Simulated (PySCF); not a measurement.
## Assignment exercise: C$_{6}$H$_{9}$NSSi

Geometry:
| atom | x (Å) | y (Å) | z (Å) |
| --- | --- | --- | --- |
| C1 | -2.082 | 0.747 | 0.500 |
| C2 | -2.261 | -0.241 | -0.598 |
| S3 | -3.696 | -0.737 | -1.183 |
| Si4 | -0.772 | -1.050 | -1.445 |
| N5 | 0.753 | -0.448 | -0.766 |
| C6 | 1.385 | 0.723 | -1.136 |
| C7 | 2.375 | 1.004 | -0.225 |
| C8 | 2.350 | -0.031 | 0.753 |
| C9 | 1.346 | -0.900 | 0.396 |
| H10 | -1.424 | 1.569 | 0.167 |
| H11 | -3.043 | 1.148 | 0.852 |
| H12 | -1.544 | 0.274 | 1.340 |
| H13 | -0.773 | -0.695 | -2.889 |
| H14 | -0.808 | -2.517 | -1.210 |
| H15 | 1.083 | 1.259 | -2.034 |
| H16 | 3.056 | 1.852 | -0.262 |
| H17 | 3.008 | -0.134 | 1.614 |
| H18 | 1.011 | -1.822 | 0.870 |

No solvent model, one conformer, non-relativistic Hamiltonian, rapidly exchanging positions averaged. PBE0-D3(BJ)/def2-SVP structure; σ from GIAO-KT2/pcSseg-1; PySCF 2.14.

Chemical shifts δ = σref − σ; ¹³C (σref 183.22), ¹H (σref 31.18) vs TMS, all at this level.

Q: Assign these signals to the numbered atoms. ¹³C{¹H} NMR (computed): δ 296.6, 118.9, 109.7, 51.0.

A: 
```tsv
δ (ppm)	atoms	environment	reason
296.6	C2	thiocarbonyl carbon	low-lying n→π* states of the double bond to the heteroatom give a large paramagnetic term (-376 ppm)
118.9	C6/C9	aromatic CH next to a ring nitrogen	–
109.7	C7/C8	aromatic CH	–
51.0	C1	methyl carbon	a saturated carbon with 1 carbon neighbour and no heteroatom attached
```

Q: Assign these signals to the numbered atoms. ¹H NMR (400 MHz, computed): δ 6.75 (m, 2H), 6.55 (m, 2H), 4.96 (s, 2H), 3.20 (s, 3H).

A: 
| δ (ppm) | atoms | environment | reason |
| --- | --- | --- | --- |
| 6.75 | H15/H18 | hydrogen on an aromatic CH next to a ring nitrogen | ring-current deshielding |
| 6.55 | H16/H17 | hydrogen on an aromatic CH | the ring current deshields protons in the ring plane |
| 4.96 | H13/H14 | hydrogen on a silicon bonded to C, N | – |
| 3.20 | H10/H11/H12 | hydrogen on a methyl carbon | – |

Shifts are as computed. Against solution values, carbons near 30 ppm lie about +2 ppm off and those near 130 ppm about -5 ppm. Of 1309 compounds with measured shifts, 239 miss one by over three times the rms of a fit or turn the order of signals round; such compounds aren't used in these exercises. Multiplicities follow the n + 1 count of equivalent neighbours, as no J values were calculated; m marks all less simple cases, F and P coupling included.
